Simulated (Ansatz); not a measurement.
A nudged elastic band was laid between two geometries of CH₆FPSi (10 atoms, charge 0, multiplicity 1).

Level of theory: Ansatz, UKS B3LYP-D4/def2-SVP.

```json
{
 "movable images": "7",
 "climbing image": "yes",
 "spring": "20.0 eV/Å²",
 "optimiser": "quadratic models (default)",
 "start path": "through a guess of the saddle point",
 "force threshold": "0.05 eV/Å",
 "iteration limit": "48",
 "end points": "relaxed"
}
```

Initial state:

```xyz
10
Properties=species:S:1:pos:R:3
C 0.041 1.342 0.089
Si -0.327 -0.394 0.679
F 0.484 -0.630 2.080
P 0.313 -2.047 -0.742
H -0.509 1.559 -0.841
H -0.261 2.082 0.849
H 1.117 1.471 -0.110
H -1.781 -0.569 0.963
H -0.488 -1.507 -1.799
H 1.493 -1.357 -1.166
```

Final state:

```xyz
10
Properties=species:S:1:pos:R:3
C 0.153 1.680 0.176
Si -0.853 0.302 1.073
F 0.225 -0.083 2.278
P -0.093 -1.563 -0.569
H -0.199 1.844 -0.858
H -0.027 2.623 0.725
H 1.241 1.508 0.166
H -0.470 -2.826 -0.044
H -0.977 -1.546 -1.680
H 1.084 -1.991 -1.264
```

Problem. Which bonds break or form, and what moves?

Solution. Bonds broken: Si2–H8. Bonds formed: P4–H8.

Problem. Give the energies along the band, and the barrier.

Solution. It converged. The highest image is number 5 of 0 to 8, 3.17 eV above the first end and 1.46 eV above the last; the last end lies 1.71 eV above the first. Neighbouring images differ by up to 1.3 eV, so the band resolves the path poorly. Another band between the same ends (7 images) ends at a top of the same energy, where a vibrational analysis finds 1 clearly imaginary mode. The orbitals were unrestricted but ended closed-shell.

```tsv
image	path coordinate (Å)	energy (eV)	Si2–H8 (Å)	P4–H8 (Å)
0	0.00	0.00	1.49	3.08
1	0.55	0.04	1.49	2.96
2	1.10	0.27	1.49	2.70
3	1.64	0.91	1.51	2.35
4	2.19	2.19	1.61	1.94
5	2.74	3.17	1.94	1.59
6	3.39	2.22	2.50	1.43
7	4.04	1.75	3.11	1.42
8	4.69	1.71	3.34	1.42
```

Problem. What is the geometry of the highest image?

Solution. 
```xyz
10
Properties=species:S:1:pos:R:3
C 0.074 1.729 0.191
Si -0.461 -0.018 0.702
F 0.362 -0.245 2.108
P 0.174 -1.820 -0.621
H -0.276 1.967 -0.826
H -0.346 2.473 0.888
H 1.174 1.812 0.225
H -1.030 -1.849 0.423
H -0.768 -1.575 -1.651
H 1.180 -2.527 -1.435
```

Time of the run: 4.4 min on 2 threads of Intel(R) Xeon(R) Platinum 8259CL CPU @ 2.50GHz (Skylake/Cascade Lake) (shared host), peak memory 0.31 GiB.
